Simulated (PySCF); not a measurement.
## MgBe⁺: from constants to spectrum

ROHF-CCSD(T) constants of MgBe⁺, ²Σ⁺ (doublet), unpaired electrons σ ↑ (basis Mg cc-pVDZ, Be cc-pVDZ; no relativity; PySCF 2.14; masses 23.9850 and 9.0122 u):

```
ωe              : 325.8 cm⁻¹
ωexe            : 3.3 cm⁻¹
Be              : 0.35895 cm⁻¹
αe              : 0.00461 cm⁻¹
D (centrifugal) : 1.74e-06 cm⁻¹
De to Mg⁺ + Be  : 0.83 eV
```

Question: Give the vibrational terms G(v) and spacings up to v = 6.

Answer: G(v) = ωe(v+½) − ωexe(v+½)².

| v | G(v) (cm⁻¹) | G(v) − G(v−1) | Bv (cm⁻¹) |
| --- | --- | --- | --- |
| 0 | 162.1 |  | 0.3566 |
| 1 | 481.3 | 319.2 | 0.3520 |
| 2 | 793.9 | 312.6 | 0.3474 |
| 3 | 1099.9 | 306.0 | 0.3428 |
| 4 | 1399.3 | 299.4 | 0.3382 |
| 5 | 1692.1 | 292.8 | 0.3336 |
| 6 | 1978.3 | 286.2 | 0.3290 |

Question: How well does the Morse estimate ωe²/(4ωexe) reproduce De, and what is D0?

Answer: It gives 1.00 eV, 120 % of the computed De. D0 = De − G(0) = 0.83 − 0.02 = 0.81 eV.

Correlated steps freeze 1 core orbital. Correlated levels converge slowly with the basis: in double zeta they bind strong bonds too weakly, by up to about 1 eV, and carry superposition errors of some tenths. For an ion De counts to the pair picked by the measured ionisation energies or electron affinities, which need not be the lowest pair at this level. The CCSD T1 diagnostic is raised, a sign that a single reference may not be enough here. The state is the lowest determinant that a PBE0 search found; another state may lie lower at other levels.
